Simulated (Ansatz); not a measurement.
`CC[SiH2]PO` + H₂Se → `OP[SiH2][SeH]` + `CC`  (ligand exchange at the Si–C bond)

Calculated with Ansatz (gas phase, PBE0-D4/def2-TZVP geometries, no zero-point term in ΔE). CCSD(T)/CBS is the MP2 limit (def2-TZVPP, def2-QZVPP) plus CCSD(T) − MP2 in def2-TZVPP, frozen cores. This one scheme is used for every species. DFT in def2-TZVPP. For Se outer-core shells are correlated without core-valence functions, which leaves a few kJ/mol of doubt a bond. Scalar relativity is left out up to krypton. Each species was taken in one conformer, which may not be the lowest.

```csv
level,ΔE (kJ/mol)
PBE0-D4,-72.4
B2PLYP,-72.4
PBE0,-74.9
HF/def2-QZVPP,-77.3
```

Problem. What does CCSD(T)/CBS give? (Best estimate.)

Solution. The calculation gave: -70.6 kJ/mol. The listed levels differ from it by -1.8, -1.8, -4.3, -6.7 kJ/mol.

Largest T1 diagnostic among the species: 0.012.

In def2-TZVPP, CCSD(T) changes the Hartree–Fock value by +11.3 kJ/mol (the triples alone add +0.7 kJ/mol) and MP2 by +7.0 kJ/mol. The D4 term adds +3.9 kJ/mol with B3LYP and +2.5 kJ/mol with PBE0; it sums over pairs of atoms, weighted by their polarisabilities, and B3LYP, whose exchange is more repulsive, gets the larger term.

B3LYP here is the variant with VWN-RPA as its local correlation; programs differ in this.
